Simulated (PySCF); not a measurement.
# Radial density of Ne²⁺ (neon, charge +2)

UHF, [He] 2s2 2p4, high-spin 3P determinant. All numbers are calculated (PySCF 2.14, no relativity, point nucleus, in cc-pVTZ (4s3p2d1f, 30 functions)).

| r (bohr) | 4πr²ρ (e/bohr) | 4πr²(ρα − ρβ) |
| --- | --- | --- |
| 0.00290 | 0.06227 | 0.0000 |
| 0.00488 | 0.1700 | 0.0000 |
| 0.00821 | 0.4486 | 0.0001 |
| 0.0138 | 1.137 | 0.0003 |
| 0.0232 | 2.664 | 0.0012 |
| 0.0391 | 5.510 | 0.0050 |
| 0.0657 | 9.208 | 0.0246 |
| 0.111 | 10.91 | 0.1227 |
| 0.186 | 7.775 | 0.4862 |
| 0.313 | 4.885 | 1.4209 |
| 0.526 | 6.815 | 2.3551 |
| 0.885 | 5.443 | 1.7068 |
| 1.49 | 1.199 | 0.3519 |
| 2.50 | 0.04706 | 0.0100 |
| 4.21 | 0.0001276 | 0.0000 |
